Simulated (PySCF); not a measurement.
# Correlation energy of Si+ (silicon, charge +1)

[Ne] 3s1 3p1 4s1, high-spin 4P determinant (an excited configuration). Calculation: PySCF 2.14, in x2c-QZVPPall with one added diffuse shell each of s, p, d, f type (10s7p5d3f1g, 86 functions); scalar relativity by spin-free X2C-1e. Frozen: 1s2; 11 electrons correlated.

```csv
level,correlation energy (mhartree)
CCSD,-187.65
(T),-2.21
CCSD(T),-189.86
```

Diagnostics: T1 = 0.13, D1 = 0.6056, largest double amplitude 0.132.

The outer electron is Rydberg-like, and this basis confines it to a smaller radius and binds it less than a complete one would. T1 exceeds 0.03, a sign that the reference determinant is poor.

Cost of the coupled-cluster step: about 80 core-seconds, for 11 correlated electrons.

This basis was not built for core-valence correlation, so the inner-shell part is incomplete.
